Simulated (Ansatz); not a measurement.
`C[SiH2][TeH]` + `C[SiH2]O` → `O[SiH2]C[TeH]` + `C[SiH3]`  (formal exchange of groups at a Te–Si bond)

Program: Ansatz. Geometries: PBE0-D4/def2-TZVP. ΔE: electronic, gas phase. CCSD(T)/CBS adds triple-zeta CCSD(T) − MP2 to the extrapolated MP2 energy (def2 sets, frozen cores). This one scheme is used for every species. Functionals use def2-TZVPP. def2 core potentials past Kr. For Te outer-core shells are correlated without core-valence functions, which leaves a few kJ/mol of doubt a bond. Each species was taken in one conformer, which may not be the lowest.

| level | ΔE (eV) |
| --- | --- |
| B2PLYP | 0.95 |
| CCSD/CBS(def2) | 0.93 |

Q: What does CCSD(T)/CBS give? (Best estimate.)

A: Ansatz gave: +0.91 eV. The listed levels differ from it by 0.04, 0.02 eV.

Largest T1 diagnostic among the species: 0.011.

From PBE to PBE0 (25 % exact exchange), in def2-TZVPP and without D4, ΔE moves by +0.04 eV. The D4 term adds −0.05 eV with B3LYP and −0.02 eV with PBE0; it sums over pairs of atoms, weighted by their polarisabilities, and B3LYP, whose exchange is more repulsive, gets the larger term. In def2-TZVPP, CCSD(T) changes the Hartree–Fock value by −0.15 eV (the triples alone add −0.03 eV) and MP2 by −0.11 eV.

B3LYP here is the variant with VWN-RPA as its local correlation; programs differ in this.
